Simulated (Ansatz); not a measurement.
# A relaxation, step by step

BHClF₃ (SMILES Cl.FB(F)F), singlet, PBE0-D4/def2-TZVP (Ansatz 0.2.0). Settings:

```yaml
hamiltonian: {xc: pbe0, dispersion: d4}
relax: {f_tol: 0.005, max_steps: 200}
```

Start (the SMILES describes the start alone):

```
6
angstrom
Cl -0.6548 0.3077 -1.9301
H 0.6337 0.1517 -1.9273
F -0.7699 -1.1824 1.0865
B -0.0089 -0.1101 0.9387
F -0.4410 1.0766 1.3338
F 1.2407 -0.2435 0.4982
```

| step | energy less the last (meV) | largest force component (eV/Å) |
| --- | --- | --- |
| 1 | 28.1 | 0.613 |
| 2 | 25.1 | 0.631 |
| 3 | 11.2 | 0.591 |
| 4 | 6.6 | 0.593 |
| 5 | 5.3 | 0.537 |
| 6 | 2.9 | 0.345 |
| 7 | 0.0 | 0.005 |
| 8 | 0.0 | 0.002 |
| 9 | 0.0 | 0.007 |
| 10 (rejected trial) | 0.0 | 0.029 |
| 11 | 0.0 | 0.000 |

Step 5, positions (Å) and forces (eV/Å):

```
atom       x       y       z      Fx      Fy      Fz
 Cl1  -0.647   0.315  -1.975   0.536  -0.059  -0.070
  H2   0.632   0.173  -2.143  -0.537   0.060   0.064
  F3  -0.773  -1.176   1.123  -0.008  -0.005   0.010
  B4  -0.005  -0.119   1.014   0.022   0.002  -0.035
  F5  -0.448   1.061   1.374  -0.007   0.005   0.013
  F6   1.240  -0.254   0.608  -0.005  -0.002   0.018
```

Step 8, positions (Å) and forces (eV/Å):

```
atom       x       y       z      Fx     Fy      Fz
 Cl1  -0.637   0.316  -1.965  -0.001  0.000  -0.001
  H2   0.616   0.174  -2.187   0.001  0.000  -0.002
  F3  -0.775  -1.175   1.116   0.000  0.000   0.000
  B4  -0.003  -0.119   1.020   0.000  0.000   0.001
  F5  -0.452   1.061   1.374   0.000  0.000   0.000
  F6   1.250  -0.257   0.642   0.000  0.000   0.001
```

Step 9, positions (Å) and forces (eV/Å):

```csv
atom,x,y,z,Fx,Fy,Fz
Cl1,-0.636,0.319,-1.969,-0.002,0.000,0.002
H2,0.616,0.172,-2.196,0.002,0.000,-0.001
F3,-0.774,-1.176,1.118,-0.004,-0.004,-0.003
B4,-0.003,-0.120,1.023,0.005,-0.002,0.007
F5,-0.453,1.060,1.377,-0.002,0.006,-0.002
F6,1.250,-0.256,0.646,0.001,0.000,-0.003
```

Last step (11):

```csv
atom,x (Å),y (Å),z (Å)
Cl1,-0.6358,0.3191,-1.9667
H2,0.6150,0.1717,-2.1985
F3,-0.7745,-1.1756,1.1169
B4,-0.0027,-0.1195,1.0239
F5,-0.4530,1.0604,1.3766
F6,1.2508,-0.2560,0.6477
```

Hardware: 4 CPU threads of an AMD EPYC 9R45, shared host. Wall time about 7 s.
